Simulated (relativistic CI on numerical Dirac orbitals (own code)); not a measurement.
# Pr I: sensitivity of the levels to the model

Base calculation: Dirac-Coulomb-Breit CI, orbitals from a KLI potential per configuration, a model potential for QED, valence Slater integrals scaled by 0.85, P86 correlation energy added to each configuration.

Configurations in the expansion (outside the closed core [Xe]): 4f3.6s2, 4f2.6s2.5d, 4f2.6s.5d2, 4f3.6s.6p, 4f2.6s2.6p, 4f3.6s.5d, 4f2.6s2.7p, 4f2.6s.6p2, 4f2.6s2.8s, 4f3.5d.6p, 4f.6s2.5f.6d, 4f2.6s2.7d, 4f2.6s2.5g, 4f2.6s.5d.7s, 4f2.6s.7s2, 4f.6s2.5d2, 6s2.5d3, 4f.6s.5d2.6p, 6s2.5d2.6p, 4f.6s.5d3, 6s2.5d2.7p, 6s2.5d2.8s. Double excitations out of closed p, d and f shells are left out; levels of such configurations are missing from the list, as are those of other unlisted configurations, and high levels can miss mixing partners.

The lowest level and the first level of each name with at least 55 % of one term (blank where a level has no safe partner in the second run):

| Level | Base (cm⁻¹) | Shift (cm⁻¹) |
| --- | --- | --- |
| 4f2.6s.5d2 6L_11/2 | 0.0 | 0.0 |
| 4f2.6s.5d2 6L_13/2 | 819.9 | -2.3 |
| 4f2.6s.5d2 6I_7/2 | 1744.3 | +271.5 |
| 4f2.6s.5d2 6L_15/2 | 1793.4 | -3.0 |
| 4f2.6s2.5d 4K_11/2 | 1857.4 | +290.4 |
| 4f2.6s2.5d 4I_9/2 | 2088.1 | +1277.9 |
| 4f2.6s.5d2 6I_9/2 | 2308.0 | +280.2 |
| 4f2.6s.5d2 6K_9/2 | 2499.5 | +324.9 |
| 4f2.6s.5d2 6L_17/2 | 2919.3 | -3.9 |
| 4f2.6s2.5d 2H_9/2 | 3420.3 | +960.2 |
| 4f2.6s2.5d 4I_11/2 | 3580.4 | +1074.0 |
| 4f2.6s.5d2 6L_19/2 | 4206.6 | -8.0 |
| 4f2.6s.5d2 6H_5/2 | 4370.1 | +423.0 |
| 4f2.6s2.5d 4H_7/2 | 4397.7 | +1277.7 |

Correlation outside the listed configurations is missing or only estimated: errors of thousands of cm⁻¹ between configurations and terms are usual at this charge. Rates and lifetimes follow the computed energies and can be off by large factors. The fine structure of a lone outer electron comes out too small, for d and f at times inverted, and misplaced configurations move strength between like terms. 11 of the 15 excited levels that our extract of the measured tables holds in this range could be paired (the sources list more); they are missed by 8459 cm⁻¹ on average and 14722 at most, and levels without a partner can miss by more. Some levels of the ground configuration have no partner and can miss by 10 % or more. The computed lowest level isn't the tabulated ground level, which NIST ASD gives as 4f3 6s2 4I°9/2.

(1) One thing was changed in a second run, which moved the levels as shown. Which?
A. self-excluded LDA correlation estimate
B. QED terms removed
C. Breit term removed
D. only the first 3 configurations
E. no correlation estimate

Results:

(1) D. Only the first 3 configurations. With fewer configurations the levels that remain lose their mixing partners.

LS names give the leading component of a level, which can be under half, so a name can repeat, a term be missing and a line seem to break the LS rules.
